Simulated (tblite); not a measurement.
Compound: C4H11NOSi.
Cartesian coordinates in Å at the GFN2-xTB level; atoms count from 1:
```
atom  x, y, z in Å
C1    -1.392    2.185    0.000
N2    -0.698    1.269   -0.485
Si3   -0.824   -0.467   -0.451
C4    -2.161   -1.204    0.668
O5     0.540   -1.106    0.145
C6     1.858   -0.952   -0.300
C7     2.419    0.424    0.027
H8    -1.100    3.220   -0.166
H9    -2.301    2.037    0.593
H10   -1.016   -0.769   -1.874
H11   -3.138   -0.849    0.357
H12   -2.176   -2.288    0.627
H13   -2.015   -0.916    1.705
H14    2.447   -1.730    0.199
H15    1.902   -1.122   -1.383
H16    2.392    0.589    1.102
H17    3.446    0.501   -0.320
H18    1.811    1.184   -0.456
```

Method: GFN2-xTB as coded in tblite; computed harmonic values from a numerical Hessian at the method's own geometry, unscaled. Errors from tens to a few hundred cm⁻¹ against measured bands are possible. Modes of hydrogen on silicon can be 10 to 20 % off. One conformer, not necessarily the lowest.

Harmonic wavenumbers (cm⁻¹): 36.4, 66.6, 79.1, 115.2, 120.2, 139.0, 214.3, 227.3, 258.7, 325.2, 437.5, 477.0, 637.9, 672.3, 705.8, 751.1, 797.7, 830.4, 837.3, 860.6, 981.8, 1005.3, 1092.5, 1149.1, 1151.9, 1160.0, 1265.5, 1338.4, 1375.2, 1396.4, 1455.4, 1475.1, 1482.9, 1490.2, 1494.8, 1496.0, 1769.0, 2216.8, 2855.4, 2900.9, 2924.2, 2958.0, 3039.6, 3041.2, 3043.7, 3050.6, 3057.6, 3061.2.

A = 2759, B = 1653, C = 1142 MHz; mass 117.061 u (most abundant isotopes); point group C1, symmetry number 1.

Question: What is the zero-point energy?

Answer: ½Σν̃ = 31659 cm⁻¹ = 378.73 kJ/mol.

Question: Entropy at 400 K, 1 bar (ideal gas, RRHO, classical rotation)?

Answer: Translation 174.36, rotation 122.97, vibration 182.92: S = 480.2 J/(mol K).

Question: And Cp and H(400 K) − H(0)?

Answer: Cp = 193.96 J/(mol K), of which vibrations give 160.70 (their classical limit is 48 R = 399.1); H(400 K) − H(0) = 48.71 kJ/mol without the zero-point energy, 35.40 from vibrations.

Question: Blend soft modes into free rotors: weight 1/[1 + (100 cm⁻¹/ν̃)⁴] for the oscillator and the rest for a rotor with moment μB/(μ + B), μ = h/(8π²ν), B = 10⁻⁴⁴ kg m². What vibrational entropy results?

Answer: 164.76 J/(mol K) in place of 182.92, which changes −T·S at 400 K by +7.26 kJ/mol.

Question: What must be added to the electronic energy to get the Gibbs energy at 400 K and 1 bar?

Answer: ZPE + [H(400 K) − H(0)] − T·S = 378.73 + 48.71 − 192.10 = 235.34 kJ/mol.

Question: Which modes carry the vibrational entropy at 400 K?

Answer: 36.4 cm⁻¹: 25.22; 66.6 cm⁻¹: 20.22; 79.1 cm⁻¹: 18.79; 115.2 cm⁻¹: 15.70; 120.2 cm⁻¹: 15.35; 139.0 cm⁻¹: 14.16 J/(mol K); the other 42 give 73.47 together.

Hindered rotation and anharmonicity are outside this model. Other conformers, if any are populated, would add a mixing term that is left out. The structure is chiral; the term R ln 2 for an equal mix with its mirror image is left out.
